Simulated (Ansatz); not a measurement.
One change: `OB[NH][GaH2]` becomes `OBNCS`.

Ansatz, PBE0-D4/def2-TZVP geometries, multiplicity 1. Each molecule was computed in one conformer, which needn't be the lowest.

Scalar relativity is left out up to krypton.

```tsv
property	`OB[NH][GaH2]`
HOMO energy (PBE/def2-TZVPP) / eV	-6.06
HOMO–LUMO gap (ωB97M-V/def2-TZVPP) / eV	10.79
HOMO–LUMO gap (PBE/def2-TZVPP) / eV	4.82
LUMO energy (ωB97M-V/def2-TZVPP) / eV	1.17
size of the dipole moment (ωB97M-V/def2-TZVPP) / D	1.46
HOMO–LUMO gap (PBE0/def2-TZVPP) / eV	6.94
```

(1) Give the same properties after the change, and the shifts. (Estimate.)

## Answers

(1) Ansatz gave: 
| property | `OBNCS` | shift |
| --- | --- | --- |
| HOMO energy (PBE/def2-TZVPP) / eV | -5.97 | 0.09 |
| HOMO–LUMO gap (ωB97M-V/def2-TZVPP) / eV | 11.27 | 0.48 |
| HOMO–LUMO gap (PBE/def2-TZVPP) / eV | 5.08 | 0.26 |
| LUMO energy (ωB97M-V/def2-TZVPP) / eV | 1.79 | 0.62 |
| size of the dipole moment (ωB97M-V/def2-TZVPP) / D | 3.04 | 1.58 |
| HOMO–LUMO gap (PBE0/def2-TZVPP) / eV | 7.31 | 0.37 |

With PBE0 the HOMO rises by 0.10 eV and the LUMO rises by 0.48 eV, so the gap widens by about 0.38 eV. PBE moves the HOMO by 0.09 eV and ωB97M-V by 0.14 eV. Dipoles are sizes alone; their direction can turn.
